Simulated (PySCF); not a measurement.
One of the candidates below gave these computed data.

All candidates are C5H6OS.

* UV, strongest line: among the 8 lowest singlet transitions: S2 at 5.42 eV (229 nm, f = 0.312) [TDDFT CAM-B3LYP/def2-SVPD]
* 13C NMR: chemical shifts (computed TMS as zero) by class: 154.4 (1 C), 145.8 (1 C), 119.4 (1 C), 109.4 (1 C), 17.7 (1 C) ppm [GIAO PBE0/pcSseg-1]
* NMR, other nuclei: isotropic shieldings of nuclei other than C and H, by class: 39 (1 O), 504 (1 S) ppm [GIAO PBE0/pcSseg-1]
* Rotational structure: rotational constants A, B, C: 5.761, 1.631, 1.282 GHz [GFN2-xTB]
* UV, first state: lowest singlet excitation: 4.89 eV (254 nm, f = 0.001) [TDDFT CAM-B3LYP/def2-SVPD]
* Polarisability: 81.4 au [CAM-B3LYP/def2-SVPD]

The electronic properties come from PySCF, for the isolated species, density fitting. Levels stand in brackets. Isolated species at its GFN2-xTB geometry (one conformer only). NMR values are class means; diastereotopic atoms form classes of their own.

Question: Which candidate is it?
A. `C#CC(=C)[S@@](C)=O`
B. `COc1ccsc1`
C. `CSc1ccco1`

Answer: C. It is `CSc1ccco1`. Numbering: `[CH3:1][S:2][c:3]1[cH:4][cH:5][cH:6][o:7]1`. Its formula, C5H6OS, gives 3 degrees of unsaturation: 1 ring and 2 π bonds in the structure found (Kekulé form). 5 carbons fall into 5 classes; from least to most shielded: substituted aromatic carbon [C3] (154.4 ppm), aromatic CH next to a ring oxygen [C6] (145.8 ppm), aromatic CH carbon [C5] (119.4 ppm), aromatic CH carbon [C4] (109.4 ppm), S-methyl carbon [C1] (17.7 ppm). The other shieldings belong to: 39 ppm, furan-type oxygen [O7]; 504 ppm, sulfide sulfur [S2]. The optimised geometry has point group Cs and is an asymmetric top.

The others, at the same levels:
- `C#CC(=C)[S@@](C)=O` fails: its computed 13C shifts are 151.8 (1 C), 133.2 (1 C), 99.7 (1 C), 81.6 (1 C), 48.9 (1 C) ppm, rotational constant A is 3.641 GHz (against 5.761 GHz) and smallest rotational constant is 1.369 GHz (against 1.282 GHz).
- `COc1ccsc1` fails: its computed 13C shifts are 165.2 (1 C), 133.2 (1 C), 125.2 (1 C), 101.4 (1 C), 57.9 (1 C) ppm, lowest singlet excitation is 5.48 eV (226 nm, f = 0.096) (against 4.89 eV) and static isotropic polarisability is 78.9 au (against 81.4 au).

Each candidate is one conformer, not necessarily the lowest. Dipoles, sizes and rotational constants follow the conformer. The torsions of the flexible species, by atom-mapped SMILES:
- `[CH3:1][S:2][c:3]1[cH:4][cH:5][cH:6][o:7]1`: C1–S2–C3–C4 180°
- `[CH:1]#[C:2][C:3](=[CH2:4])[S@@:5]([CH3:6])=[O:7]`: C2–C3–S5–C6 70°
- `[CH3:1][O:2][c:3]1[cH:4][cH:5][s:6][cH:7]1`: C1–O2–C3–C4 179°
